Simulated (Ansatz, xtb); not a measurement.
Relative energy of two isomers of C4H7BSi

Structure a: `BC1=CC=C[SiH2]1`, a singlet. Structure b: `BC1=C[SiH2]C=C1`, a singlet. Both are isolated molecules in the gas phase, relaxed with r2SCAN-D4/def2-SVP; the shapes shown needn't be the lowest conformers.

a (Å):

| atom | x (Å) | y (Å) | z (Å) |
| --- | --- | --- | --- |
| C | 0.2624 | -0.4521 | 1.0302 |
| C | 1.1204 | 0.0816 | 1.9650 |
| C | 2.2999 | -0.6953 | 2.3685 |
| C | 2.4541 | -1.9085 | 1.7726 |
| B | -0.9899 | 0.2931 | 0.5559 |
| Si | 1.0033 | -2.1236 | 0.5932 |
| H | -1.2365 | 1.3885 | 1.0151 |
| H | -1.7436 | -0.1790 | -0.2658 |
| H | 0.9432 | 1.0700 | 2.4130 |
| H | 2.9972 | -0.2893 | 3.1120 |
| H | 3.3007 | -2.5604 | 2.0070 |
| H | 1.4319 | -2.2589 | -0.8327 |
| H | 0.1423 | -3.2948 | 0.9426 |

b (Å):

| atom | x (Å) | y (Å) | z (Å) |
| --- | --- | --- | --- |
| C | 0.1718 | -0.6550 | 1.4806 |
| C | 0.7173 | -1.8618 | 1.8439 |
| C | 2.3608 | -0.2032 | 0.4810 |
| C | 1.1044 | 0.2385 | 0.7294 |
| B | -1.2896 | -0.2824 | 1.8317 |
| Si | 2.4962 | -1.9129 | 1.2245 |
| H | -1.7606 | 0.7816 | 1.4999 |
| H | -1.9690 | -1.0699 | 2.4469 |
| H | 0.1292 | -2.5996 | 2.3987 |
| H | 2.7408 | -3.0112 | 0.2394 |
| H | 3.4961 | -2.0433 | 2.3288 |
| H | 3.0928 | 0.3997 | -0.0629 |
| H | 0.7410 | 1.2221 | 0.4043 |

**Question.** Estimate E(b) − E(a) at the level CCSD(T)/def2-SVP + ΔMP2/def2-TZVPP.

**Answer.** Calculated at CCSD(T)/def2-SVP + ΔMP2/def2-TZVPP: E(b) − E(a) = +14.4 kJ/mol, so structure a lies lower.

Level by level:

```
                             level            geometry  E(b) − E(a) (kJ/mol)  departure from the last row (kJ/mol)  job, with rough time for the two
                          GFN2-xTB            GFN2-xTB                   +12.2                                  −2.1              optimisation, 0.15 s
                         HF/STO-3G            GFN2-xTB                    +9.1                                  −5.2              single point, 0.34 s
      r2SCAN-D4/def2-SVP//GFN2-xTB            GFN2-xTB                   +21.3                                  +7.0               single point, 2.5 s
                r2SCAN-D4/def2-SVP  r2SCAN-D4/def2-SVP                   +20.8                                  +6.5                optimisation, 24 s
                       HF/def2-SVP  r2SCAN-D4/def2-SVP                   +15.4                                  +1.0           part of the CCSD(T) run
                      MP2/def2-SVP  r2SCAN-D4/def2-SVP                   +17.4                                  +3.1           part of the CCSD(T) run
                  CCSD(T)/def2-SVP  r2SCAN-D4/def2-SVP                   +14.8                                  +0.4                      single point
CCSD(T)/def2-SVP + ΔMP2/def2-TZVPP  r2SCAN-D4/def2-SVP                   +14.4                                                      single point, 30 s
```

As drawn, both hold the same kinds of bond in the same numbers.

None of the levels shown reverses the order. The largest departure from CCSD(T)/def2-SVP + ΔMP2/def2-TZVPP is that of r2SCAN-D4/def2-SVP//GFN2-xTB, 7.0 kJ/mol. The last row adds to CCSD(T) the change of the MP2 difference between the two basis sets, here −0.4 kJ/mol.

With thermal terms from frequencies at re-optimised GFN2-xTB minima (ideal gas, soft modes damped towards free rotors, one conformer each, 298.15 K, 1 atm): on the last row, ΔE + ΔZPE = +14.4, ΔH = +14.1, ΔG = +15.3 kJ/mol.

The correlated steps freeze 10 core orbitals. Programs: Ansatz 0.2.0, xtb 6.7.1; the last row on 2 threads of Intel(R) Xeon(R) 6975P-C (Granite Rapids) on a shared host.
